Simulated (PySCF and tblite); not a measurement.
C₉H₁₂O, numbered as in [CH3:1][C:2](=[O:3])[CH2:4][C:5]1=[CH:6][CH2:7][CH:8]=[CH:9][CH2:10]1. The ensemble was built from 90 distance-geometry starts (ETKDG and KDG, MMFF94s, GFN2-xTB) and rests on GFN2-xTB geometries. Free energies are PBE0-D3(BJ)/6-31G* single points with GFN2-xTB rigid-rotor and vibrational terms (modes under about 100 cm⁻¹ blended into free rotors). Symmetry numbers and mirror images are counted. Conformers within 3 kcal/mol (GFN2-xTB free energy) were kept, 10 at most. GIAO shieldings: PBE0/6-31G*. Shifts are against TMS (¹H), TMS (¹³C) at the same level. Codes: tblite and PySCF.

Torsions listed: O3–C2–C4–C5, C2–C4–C5–C10. The 6-ring runs over atoms 5–6–7–8–9–10. Of a mirror pair one member is shown.

Two conformers hold nearly all the population. I: 6-ring flat; 104°, 114°; δ(C10) = 33.96 ppm. II: 6-ring boat (ring torsions 12, -12, 0, 12, -12, 0°); 90°, -76°; δ(C10) = 28.77 ppm. The average over the ensemble at 298.15 K is 29.61 ppm.

Task: What populations and free-energy difference follow from a two-state model?

Result: p(I) = (29.61 − 28.77)/(33.96 − 28.77) = 0.16, so K = p(II)/p(I) = 5.18 and G(II) − G(I) = −RT ln K = -0.97 kcal/mol. The weights computed directly are 14.9 % and 82.9 %, with 2.2 % in minor conformers.
